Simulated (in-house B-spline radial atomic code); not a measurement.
Configurations of Sm III (Sm2+), with energies counted from [Xe] 4f6. All numbers are computed (Dirac-Hartree-Fock, average of configuration; Fermi nucleus of rms radius 5.0819 fm) with an all-electron radial atomic-structure program (B-spline basis), not measured. Energies include first-order Breit, QED and recoil terms.

Occupations are held fixed; configurations that lie above the ionisation limit could autoionise.

```csv
configuration,E - E(ref) (eV),highest orbital,its <r> (bohr)
[Xe] 4f5 6p1,5.7482,6p3/2,4.329
[Xe] 4f5 7s1,10.512,7s1/2,6.787
[Xe] 4f5 7d1,14.223,7d5/2,10.4
[Xe] 4f5 5g1,14.779,5g7/2,9.153
[Xe] 4f5 8p1,14.829,8p3/2,12.49
[Xe] 4f5 9d1,16.999,9d5/2,21.98
[Xe] 4f5 8g1,17.765,8g7/2,28.63
[Kr] 4d10 4f6 5s2 5p5 7d1,35.794,7d5/2,10.5
[Kr] 4d10 4f6 5s2 5p5 8g1,39.283,8g7/2,28.62
[Kr] 4d9 4f6 5s2 5p6 5g1,148.72,5g7/2,9.153
```

Problem. Order these further configurations by energy, lowest first.
A. [Xe] 4f5 5d1
B. [Xe] 4f5 9g1
C. [Kr] 4d10 4f6 5s2 5p5 5g1
D. [Kr] 4d9 4f6 5s2 5p6 6s1
E. [Kr] 4d9 4f6 5s2 5p6 7g1

Solution. A (0.88819 eV), B (18.167 eV), C (36.297 eV), D (135.66 eV), E (151.12 eV).

Problem. How far above the reference does [Kr] 4d9 4f6 5s2 5p6 9s1 lie?

Solution. 149.81 eV; its least bound orbital is 9s1/2 with <r> = 16.16 bohr.

Problem. How far above the reference does [Xe] 4f5 6g1 lie?

Solution. 16.276 eV; its least bound orbital is 6g7/2 with <r> = 14.64 bohr.

Problem. How far above the reference does [Kr] 4d9 4f6 5s2 5p6 6g1 lie?

Solution. 150.21 eV; its least bound orbital is 6g7/2 with <r> = 14.64 bohr.

Problem. One of these lies 146 eV from the reference. Which?
A. [Xe] 4f5 9p1
B. [Kr] 4d9 4f6 5s2 5p6 7p1
C. [Xe] 4f5 8s1

Solution. B.
